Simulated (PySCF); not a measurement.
**From computed data to an observable: dipole moment from atomic charges**

Be(Me)(GeH3) (CH₆BeGe), SMILES [CH3][Be][GeH3]. Atoms are numbered in the order given.

```xyz
9

Be     0.0000     0.0000    -1.3065
C      0.0000     0.0000    -2.9795
H     -1.0166    -0.0204    -3.3883
H      0.5260    -0.8702    -3.3883
H      0.4906     0.8906    -3.3883
Ge     0.0000     0.0000     0.8987
H      1.4194    -0.0612     1.5030
H     -0.6567     1.2598     1.5030
H     -0.7627    -1.1986     1.5030
```
Charge 0, spin multiplicity 1.

Geometry: PBE0-D3(BJ)/def2-TZVP.

Charges (e) from PySCF with r2SCAN/def2-TZVPD:

```csv
atom,IAO,ESP fit
Be1,1.287,0.583
C2,-1.178,-0.837
H3,0.155,0.175
H4,0.155,0.176
H5,0.155,0.176
Ge6,-0.393,-0.289
H7,-0.061,0.004
H8,-0.061,0.006
H9,-0.061,0.006
```

The dipole moment of the full density is 1.27 D.

### Question
What dipole moment does each set of point charges give, and which comes closer to that of the density?

### Answer

μ = Σ q r, and 1 e Å = 4.8032 D.
IAO: Σ q r = (0.000, 0.000, -0.375) e Å, |μ| = 1.80 D.
ESP fit: Σ q r = (-0.002, 0.000, -0.289) e Å, |μ| = 1.39 D.
ESP fit comes closer in size. Point charges leave out the atoms' own dipoles (lone pairs, polarised bonds); fits to the potential absorb them, partitions of the density don't.
